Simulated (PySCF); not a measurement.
What builds the third ionisation energy along group 15

All values are computed (PySCF 2.14, energy differences of UHF-based or UKS calculations, no spin-orbit coupling). Each column adds one step, in eV (sums use unrounded values): valence MP2, valence CCSD, valence triples, then the next inner shell at CCSD(T) (N 1s, P 2s 2p, As 3s 3p 3d, Sb 4s 4p 4d, Bi 5s 5p 5d). References (NIST) marked * lie between the lowest fine-structure levels; the others compare directly ((s) semi-empirical, (t) theoretical).

```csv
element,UHF,+ MP2,+ CCSD,+ (T),+ inner shell,sum,reference
"N [He] 2s2 2p1 → [He] 2s2 (ANO-RCC-VTZP, spin-free X2C)",47.310,0.185,-0.246,0.029,0.029,47.306,47.445 (s) *
"P [Ne] 3s2 3p1 → [Ne] 3s2 (ANO-RCC-VTZP, spin-free X2C)",29.583,0.284,0.130,0.027,-0.011,30.013,30.203 *
"As [Ar] 3d10 4s2 4p1 → [Ar] 3d10 4s2 (ANO-RCC-VTZP, spin-free X2C)",27.482,0.246,0.080,0.018,0.088,27.914,28.349 ± 0.012 *
"Sb [Kr] 4d10 5s2 5p1 → [Kr] 4d10 5s2 (ANO-RCC-VTZP, spin-free X2C)",24.162,0.206,0.068,0.014,0.179,24.629,25.323 *
"Bi [Xe] 4f14 5d10 6s2 6p1 → [Xe] 4f14 5d10 6s2 (ANO-RCC-VTZP, spin-free X2C)",23.080,0.203,0.049,0.009,0.256,23.598,25.571 *
```

What remains against the references is mostly basis incompleteness and, for starred values, spin-orbit coupling.

These are valence bases, so the inner-shell step is incomplete.
